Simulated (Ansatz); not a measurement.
`C[N](C)[Ga]([F])[SH]`. The species carries charge 0 and has multiplicity 1. All single points use the PBE0-D4/def2-TZVP geometry. It is one conformer, not always the lowest.

```xyz
13

C     1.262    0.528   -1.010
N     0.228   -0.090   -0.218
C     0.119   -1.515   -0.395
Ga   -0.831    0.849    0.894
F    -0.538    2.580    0.969
S    -2.426    0.037    2.144
H     2.251    0.115   -0.768
H     1.091    0.368   -2.084
H     1.293    1.604   -0.831
H     1.053   -2.026   -0.123
H    -0.678   -1.930    0.227
H    -0.106   -1.774   -1.439
H    -2.718    1.254    2.634
```

Question: What is the dipole moment at r2SCAN/def2-TZVPP? (Best estimate.)

Answer: The calculation gave: 1.78 D, with components (0.54, -1.52, -0.76) D in this frame, pointing from negative to positive charge.

Question: And with PBE, B3LYP, ωB97M-V? (Best estimate.)

Answer: Computed: PBE 1.77 D, B3LYP 1.81 D, ωB97M-V 1.73 D.

Question: Give the Mulliken charges with r2SCAN, PBE, B3LYP in def2-TZVPP. (Estimate.)

Answer: Ansatz gave: 
```json
{"atom": "C1", "r2SCAN": "-0.04", "PBE": "-0.18", "B3LYP": "-0.17"}
{"atom": "N2", "r2SCAN": "-0.23", "PBE": "-0.13", "B3LYP": "-0.21"}
{"atom": "C3", "r2SCAN": "-0.03", "PBE": "-0.18", "B3LYP": "-0.17"}
{"atom": "Ga4", "r2SCAN": "0.55", "PBE": "0.45", "B3LYP": "0.55"}
{"atom": "F5", "r2SCAN": "-0.39", "PBE": "-0.35", "B3LYP": "-0.40"}
{"atom": "S6", "r2SCAN": "-0.27", "PBE": "-0.26", "B3LYP": "-0.26"}
{"atom": "H7", "r2SCAN": "0.05", "PBE": "0.08", "B3LYP": "0.09"}
{"atom": "H8", "r2SCAN": "0.05", "PBE": "0.08", "B3LYP": "0.09"}
{"atom": "H9", "r2SCAN": "0.06", "PBE": "0.10", "B3LYP": "0.10"}
{"atom": "H10", "r2SCAN": "0.05", "PBE": "0.09", "B3LYP": "0.09"}
{"atom": "H11", "r2SCAN": "0.04", "PBE": "0.09", "B3LYP": "0.09"}
{"atom": "H12", "r2SCAN": "0.05", "PBE": "0.09", "B3LYP": "0.09"}
{"atom": "H13", "r2SCAN": "0.12", "PBE": "0.13", "B3LYP": "0.12"}
```

B3LYP here is the variant with VWN-RPA as its local correlation; programs differ in this.
